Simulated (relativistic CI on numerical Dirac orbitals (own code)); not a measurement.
# Pd²⁺: M2,3 absorption edge

Computed with this model: Dirac-Coulomb-Breit CI, orbitals from a KLI potential per configuration, model QED (radiative potential, 1s self-energy scaled to tabulated hydrogen-like ionisation energies), valence Slater integrals scaled by 0.8, multiplet model of core-to-valence dipole absorption; configurations [Kr] 4d8 → [Ne] 3s2 3p5 3d10 4s2 4p6 4d9; 80 K; Lorentzian 1.2 eV and Gaussian 0.4 eV FWHM. Energies are those of the free ion, without screening or charge transfer. The branching ratio is the share of the lower-energy edge in the whole absorption, uncertain by about 0.02 where the edges overlap. S is read from ⟨S²⟩ = S(S + 1).

Field parameters in Wybourne normalisation: Oh B⁴₀ = 21Dq, B⁴₄ = √(5/14) B⁴₀. The field is a parameter set, without covalency.

Peaks in eV (height, largest 100): 535.2 (100).

(1) Which surroundings give this spectrum?
A. Oh, 10Dq = 10650 cm⁻¹
B. free ion
C. Oh, 10Dq = 28400 cm⁻¹
D. Oh, 10Dq = 16550 cm⁻¹

## Answers

(1) B. free ion, where the ground state has S = 1.00.
